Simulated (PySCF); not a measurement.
PySCF input for C₃H₄BrF, SMILES Br/C(=C/C)F, KT2/pcSseg-1. Geometry: B3LYP-D3(BJ)/def2-SVP.

```python
import numpy as np
from pyscf import gto, scf, dft
from pyscf.prop.nmr import rks as nmr

mol = gto.M(
    atom='''
    C     0.39135516    2.93015010    0.00000000
    C     0.71004836    1.46532559    0.00000000
    C    -0.21372667    0.50459627    0.00000000
    F    -1.52222683    0.75434052   -0.00000000
    Br    0.16180068   -1.35136608   -0.00000000
    H     0.82406516    3.42506517    0.88603219
    H    -0.69250379    3.10812574    0.00000000
    H     0.82406516    3.42506517   -0.88603219
    H     1.75533020    1.15006013    0.00000000
    ''',
    basis='pcSseg-1',
    charge=0,
    spin=0,
    max_memory=1600,
    verbose=3,
)
mf = dft.RKS(mol, xc='kt2')
mf.grids.level = 3
mf.conv_tol = 1e-10
mf.max_cycle = 100
mf.kernel()
n = nmr.NMR(mf)
n.verbose = 2
n.max_cycle_cphf = 60
sigma = n.kernel()
print('atom   isotropic/ppm   span/ppm')
for i, s in enumerate(sigma):
    w = np.linalg.eigvalsh((s + s.T) / 2)
    print(f'{mol.atom_symbol(i):2s}{i + 1:3d} {w.mean():14.3f} {w[2] - w[0]:11.3f}')
```

It prints:

```
converged SCF energy = -2803.50219778498
atom   isotropic/ppm   span/ppm
C   1        168.283      32.921
C   2         76.793     140.219
C   3         31.168     133.404
F   4        224.537     108.957
Br  5       1900.555    1625.140
H   6         29.489      11.266
H   7         28.999       8.155
H   8         29.489      11.266
H   9         26.396       8.987
```

Self-consistency was reached.
